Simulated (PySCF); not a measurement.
PBE on Li⁻ (lithium, charge -1), [He] 2s2, closed-shell 1S. Calculation: PySCF 2.14, in aug-cc-pVQZ-DK; scalar relativity by spin-free X2C-1e.

```
cycle= 1 E= -7.48021912905383  delta_E= -0.00106  |g|= 0.00983  |ddm|= 0.368
cycle= 2 E= -7.47958440578259  delta_E= 0.000635  |g|= 0.0136  |ddm|= 0.387
cycle= 3 E= -7.48078036856565  delta_E= -0.0012  |g|= 0.000987  |ddm|= 0.225
cycle= 4 E= -7.4807815781198  delta_E= -1.21e-06  |g|= 0.000134  |ddm|= 0.00607
cycle= 5 E= -7.48078168490927  delta_E= -1.07e-07  |g|= 7.94e-06  |ddm|= 0.00141
cycle= 6 E= -7.48078168528016  delta_E= -3.71e-10  |g|= 3.22e-07  |ddm|= 0.000189
converged SCF energy = -7.48078168528016  <S^2> = -8.8817842e-16  2S+1 = 1
```

Highest occupied orbital energy: 0.862 eV; ⟨L²⟩ = 0.00; populations by l: s 4.00, p 0.00, d 0.00, f 0.00.

Q: Can this result be used?

A: With care. The calculation finished and met its thresholds. At PBE the highest occupied level has a positive energy, so only the finite basis holds that electron; in a semilocal or global hybrid functional this comes from self-interaction and does not mean that the real anion is unbound.
